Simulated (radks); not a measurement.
Results of a calculation; reference values are marked as such.
Ionisation of the chlorine ion Cl2+, [Ne] 3s2 3p3, to [Ne] 3s2 3p2 as the strength of local exchange is varied. Code: a radial shooting solver on a logarithmic mesh with Libxc functionals. Model: non-relativistic Kohn-Sham, Slater X-alpha exchange (alpha = 2/3 is LDA exchange), no correlation, spin-polarised, spherical densities, point nucleus; open shells are filled with parallel spins first.

| alpha | E(Cl2+) (hartree) | exchange (hartree) | IE (eV) | -e of the level emptied (eV) | <r> of it (bohr) |
|---|---|---|---|---|---|
| 0.667 | -456.11566 | -24.72679 | 38.479 | 31.978 (3p) | 1.597 |
| 0.803 | -461.17960 | -30.03068 | 41.182 | 34.606 (3p) | 1.557 |
| 1.002 | -468.66932 | -37.95104 | 45.301 | 38.630 (3p) | 1.503 |
| 1.014 | -469.12399 | -38.43471 | 45.555 | 38.879 (3p) | 1.500 |
| 1.037 | -469.99642 | -39.36366 | 46.045 | 39.359 (3p) | 1.494 |

NIST Atomic Spectra Database: 39.8 +/- 0.11 eV (semi-empirical). The Delta-SCF value meets it near alpha = 0.73. Open shells are spherical and high-spin; term and fine-structure splittings are not resolved.
